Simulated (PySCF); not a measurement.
Compound: C5H8OSi.
Atom-mapped SMILES: `[CH2:1]=[CH:2][C:3]#[C:4][SiH2:5][O:6][CH3:7]` (hydrogens: H8, H9 on C1; H10 on C2; H11, H12 on Si5; H13, H14, H15 on C7)

Structure optimised with GFN2-xTB, isolated species.

**Question.** Give the optimised bond lengths and angles.

**Answer.** 
```csv
bond,length (Å)
C1=C2,1.329
C2–C3,1.410
C3≡C4,1.211
C4–Si5,1.853
Si5–O6,1.624
O6–C7,1.392
C1–H8,1.077
C1–H9,1.077
C2–H10,1.084
Si5–H11,1.470
Si5–H12,1.455
"C7–H13, C7–H14, C7–H15",1.093
```

Bonds in one row agree within 0.01 Å and their mean is given. A selection of angles:
```csv
angle,degrees
C2–C1–H8,121.6
C2–C1–H9,121.5
H8–C1–H9,116.9
C1–C2–C3,123.4
C1–C2–H10,121.1
C3–C2–H10,115.5
C2–C3–C4,179.6
C3–C4–Si5,179.1
C4–Si5–O6,112.0
C4–Si5–H11,105.7
C4–Si5–H12,112.7
O6–Si5–H11,111.7
O6–Si5–H12,99.0
H11–Si5–H12,115.9
Si5–O6–C7,129.5
O6–C7–H13,108.1
O6–C7–H14,111.0
H13–C7–H14,109.2
```

Dihedral angles: C4–Si5–O6–C7 -57° (synclinal). The mirror-image conformer, all signs reversed, is as good.

The 3 C–C bonds span 1.211 Å (C3≡C4, drawn triple) to 1.410 Å (C2–C3, drawn single), a spread of 0.199 Å. Si5 (oxygen-bound silicon) is distorted tetrahedral (angles from 99.0° to 115.9°).

Point group: C1 (no symmetry element, even within 0.4 Å). Whether it is a minimum is left open (no frequencies). One conformer, not necessarily the lowest.

All values are computed, not measured.
